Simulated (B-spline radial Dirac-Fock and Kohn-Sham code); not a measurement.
# X-ray scattering factor of Sm⁵⁹⁺

System: samarium as Sm⁵⁹⁺, 1s2 2s1.

Input file task.json (cfg lists n, l and occupation; rrms is the nuclear radius in fm):

```json
{"items": [{
  "Z": 62,
  "q": 59,
  "cfg": [[1, 0, 2], [2, 0, 1]],
  "A": 152,
  "rrms": 5.0819,
  "do": ["scatter"],
  "s": [0.0, 0.05, 0.1, 0.15, 0.2, 0.25, 0.3, 0.35, 0.4, 0.45, 0.5, 0.6, 0.7, 0.8, 0.9, 1.0, 1.1, 1.2, 1.4, 1.6, 1.8, 2.0, 2.5, 3.0, 3.5, 4.0, 5.0, 6.0],
  "pz": [0, 0.1, 0.2, 0.3, 0.4, 0.5, 0.6, 0.8, 1.0, 1.2, 1.4, 1.6, 1.8, 2.0, 2.5, 3.0, 4.0, 5.0, 7.0, 10.0, 15.0, 20.0, 30.0, 40.0, 60.0, 100.0],
  "hv_scatter": [5000, 8047.8, 17479.3, 20000, 50000, 200000, 500000, 1000000]
}]}
```

Command: `python xray_run.py task.json out`

Method: Dirac-Fock orbitals of the configuration average with a finite nucleus. Computed with a radial B-spline solver. f₀ is the Fourier transform of the spherical electron density, S the Waller-Hartree incoherent function, and s = sin θ/λ. The electron scattering factor follows from the Mott-Bethe formula f_e = 0.023934 Å⁻¹·(Z − f₀)/s².

```tsv
s (Å⁻¹)	f₀	S	f_e (Å)
0	3.000	0.000	–
0.05	3.000	0.000	564.844
0.1	2.999	0.002	141.213
0.15	2.998	0.004	62.762
0.2	2.997	0.007	35.305
0.25	2.995	0.010	22.596
0.3	2.993	0.015	15.692
0.35	2.990	0.020	11.529
0.4	2.987	0.026	8.828
0.45	2.983	0.033	6.975
0.5	2.979	0.041	5.650
0.6	2.971	0.058	3.924
0.7	2.960	0.079	2.884
0.8	2.948	0.102	2.208
0.9	2.935	0.127	1.745
1	2.920	0.155	1.414
1.1	2.904	0.185	1.169
1.2	2.886	0.218	0.983
1.4	2.848	0.287	0.722
1.6	2.805	0.361	0.553
1.8	2.758	0.439	0.438
2	2.708	0.519	0.355
2.5	2.573	0.717	0.228
3	2.431	0.900	0.158
3.5	2.290	1.058	0.117
4	2.156	1.191	0.090
5	1.921	1.396	0.058
6	1.737	1.559	0.040
```

f₀ starts at the number of electrons, 3. The sum of ⟨r²⟩ over the electrons is 0.01123 bohr². For an ion f_e diverges as s goes to zero, because of the net charge.
